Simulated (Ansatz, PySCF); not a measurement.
CCl₃F. Atoms are numbered in the order given.

```xyz
5

F      0.0000     0.0000     1.5902
C      0.0000     0.0000     0.2571
Cl     1.4634     0.8449    -0.3109
Cl     0.0000    -1.6898    -0.3109
Cl    -1.4634     0.8449    -0.3109
```
Charge 0, spin multiplicity 1.

Geometry optimised at B3LYP-D3(BJ)/def2-SVP.

Vertical ionisation energy (IE) and electron affinity (EA) in eV. Rows of orbital energies are one-electron estimates. Where ΔSCF, EOM or ADC give a negative EA the extra electron is unbound and the value depends on the basis.

```tsv
level	IE	EA
−ε(HOMO), −ε(LUMO), M06-2X/def2-TZVP (PySCF)	10.57	0.36
−ε(HOMO), −ε(LUMO), PBE/def2-TZVP (PySCF)	7.67	2.47
ΔSCF, CAM-B3LYP/def2-SVPD (Ansatz), final states of multiplicity 2 and 2	11.76	-0.35
ΔSCF, PBE/def2-SVPD (Ansatz), final states of multiplicity 2 and 2	?	?
```

### Question
What belongs in the gaps? (An estimate is asked for; the answer gives what the named calculation found.)

### Answer

- ΔSCF, PBE/def2-SVPD (Ansatz, an electronic-structure program), final states of multiplicity 2 and 2, IE: 10.94
- ΔSCF, PBE/def2-SVPD (Ansatz), final states of multiplicity 2 and 2, EA: -0.11

### Question
What vertical singlet–triplet gap does ΔSCF give with CAM-B3LYP/def2-SVPD (Ansatz) and with PBE/def2-SVPD (Ansatz)? (An estimate is asked for; the answer gives what the named calculation found.)

### Answer
6.09 and 5.20 eV (triplet above singlet where positive).
